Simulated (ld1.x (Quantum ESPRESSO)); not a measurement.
# u(r) = r·R(r): atom against pseudo-atom (neon)

Columns: radius, all-electron u(r) and pseudo u(r) of the 2p shell (level -13.33 eV) of neon in the configuration [He] 2s2 2p6; PBE, scalar-relativistic, ultrasoft scheme, ld1.x (Quantum ESPRESSO) 7.5.

```
r (bohr)  all-electron  pseudo
   0.062        0.0820  0.0133
   0.125        0.2492  0.0531
   0.188        0.4287  0.1167
   0.250        0.5871  0.1979
   0.312        0.7164  0.2923
   0.375        0.8166  0.3953
   0.438        0.8874  0.4987
   0.500        0.9318  0.5949
   0.562        0.9552  0.6802
   0.625        0.9619  0.7516
   0.688        0.9552  0.8049
   0.750        0.9387  0.8387
   0.812        0.9152  0.8543
   0.875        0.8861  0.8535
   0.938        0.8535  0.8388
   1.000        0.8193  0.8141
   1.062        0.7839  0.7828
   1.125        0.7474  0.7475
   1.188        0.7111  0.7112
   1.250        0.6759  0.6759
   1.312        0.6415  0.6415
   1.375        0.6075  0.6075
   1.438        0.5748  0.5748
   1.500        0.5438  0.5438
   1.562        0.5141  0.5141
   1.625        0.4853  0.4853
```

Question: How many radial nodes do the two functions have?

Answer: The all-electron 2p function has n − l − 1 = 0; the pseudo-wave has 0.

Question: At about which radius was the pseudo-wave matched?

Answer: 1.25 bohr. The columns agree to 0.0005 from 1.12 bohr on; several derivatives are matched, so the curves merge somewhat inside the radius.

Question: Where does each function peak?

Answer: Outermost all-electron maximum near 0.62 bohr, pseudo maximum near 0.81 bohr (to the table’s step).

Question: Is the pseudo-wave norm-conserving?

Answer: No, it belongs to an ultrasoft set: the norm inside the radius is not constrained, and the difference is carried by the augmentation charge.
